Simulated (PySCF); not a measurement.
B(Me)(vinyl)(OH) (C3H7BO), SMILES C=CB(C)O. Geometry: B3LYP-D3(BJ)/def2-SVP. Other conformers were not sampled.

Question: Give the equilibrium geometry at B3LYP-D3(BJ)/def2-SVP (PySCF confirms it by a frequency run) as Cartesian coordinates in Å, and its point group. (The exact figures need the calculation; the answer reports its results.)

Answer: One answer among several that fit: point group Cs.
```xyz
12

B      0.0569    -0.4560     0.0000
C     -0.7239    -1.8311     0.0000
H     -1.3892    -1.8869     0.8801
H     -1.3892    -1.8869    -0.8801
H     -0.0842    -2.7297     0.0000
C     -0.7113     0.9104     0.0000
C     -0.0933     2.1022     0.0000
H     -1.8097     0.9038     0.0000
H     -0.6389     3.0526     0.0000
H      1.0004     2.1660     0.0000
O      1.4201    -0.3952     0.0000
H      1.8364    -1.2655     0.0000
```
